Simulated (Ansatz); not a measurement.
Spin states of H2Zr (SMILES [ZrH2]), each relaxed at B3LYP-D3(BJ)/def2-TZVP; lowest solutions found, singlets restricted, no spin–orbit coupling, no relativity up to Kr.
Multiplicity 3 (charge 0, multiplicity 3):
```
atom    x (Å)    y (Å)    z (Å)
----  -------  -------  -------
Zr     0.4373   0.1079   0.4074
H      0.0145  -1.6178  -0.1591
H     -0.4850   1.5573  -0.3186
```
Multiplicity 1 (charge 0, multiplicity 1):
```xyz
3

Zr     0.429     0.106     0.400
H      0.013    -1.579    -0.157
H     -0.475     1.520    -0.313
```

Codes used: Ansatz (a first-principles code).  In def2 rows elements past Kr take small-core potentials, without spin–orbit coupling.

The energy of multiplicity 1 less that of multiplicity 3 (kcal/mol) and the share of exact exchange:

```tsv
functional	exact exchange (%)	value
PBE/def2-TZVPP	0	13.29
PBE0/def2-TZVPP	25	15.70
BLYP/def2-TZVPP	0	9.80
B3LYP/def2-TZVPP	20	11.32
BHLYP/def2-TZVPP	50	13.93
r2SCAN/def2-TZVPP	0	21.29
r2SCANh/def2-TZVPP	10	21.31
```

Problem. Take the value as linear in the share of exact exchange along PBE and PBE0. Give the slope, say whether the sign turns, and set the other functionals against that line.

Solution. 
Slope: (15.70 − (13.29))/2.5 = 0.96 kcal/mol for each 10 %. The line keeps its sign from 0 to 100 %. At 50 % it gives 18.1 kcal/mol. The LYP pair gives (13.93 − (9.80))/5 = 0.83 for each 10 %. BHLYP, at 50 %, lies -4.2 from the PBE line. B3LYP, at 20 %, lies -3.9 from the PBE line. r2SCAN, with none, stands 8.0 from PBE. The r2SCAN pair gives 0.02 for 10 %.
